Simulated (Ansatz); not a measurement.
Relaxation of CH$_{3}$BFO (7 atoms, charge 0, multiplicity 2), to a largest force component of 0.015 eV/Å in at most 40 steps.

The calculation used Ansatz, UKS PBE-D4/6-31G*.

```xyz
7
Properties=species:S:1:pos:R:3:forces:R:3
C -0.859 0.888 -0.119 -0.22 0.91 0.23
O -0.384 -0.330 -0.329 -0.98 -1.54 -1.11
B 0.778 -0.853 0.090 0.62 0.59 0.56
F 1.535 -0.026 0.806 0.91 0.30 0.60
H -1.817 1.109 -0.550 -0.55 0.04 -0.28
H -0.302 1.607 0.455 0.36 0.32 0.32
H 1.166 -1.943 -0.115 -0.14 -0.63 -0.31
```

Problem. Where does it end, and by what steps?

Solution. It converged. After 6 steps the energy has fallen by 0.137 eV; F4 moved furthest, 0.07 Å.

```
step  energy less start (eV)  largest force component (eV/Å)  accepted
   0                  0.0000                           1.544       yes
   1                 -0.1021                           0.885       yes
   2                 -0.1346                           0.153       yes
   3                 -0.1340                           0.150        no
   4                 -0.1361                           0.032       yes
   5                 -0.1365                           0.024       yes
   6                 -0.1365                           0.012       yes
```

```xyz
7
Properties=species:S:1:pos:R:3
C -0.876 0.894 -0.126
O -0.401 -0.365 -0.351
B 0.804 -0.821 0.117
F 1.596 -0.021 0.845
H -1.848 1.110 -0.563
H -0.285 1.603 0.455
H 1.128 -1.947 -0.142
```

Whether the end is a true minimum wasn't checked by a vibrational analysis.

The run took 22 s on 1 thread of Arm Neoverse V1 (shared host), peak memory 0.16 GiB.
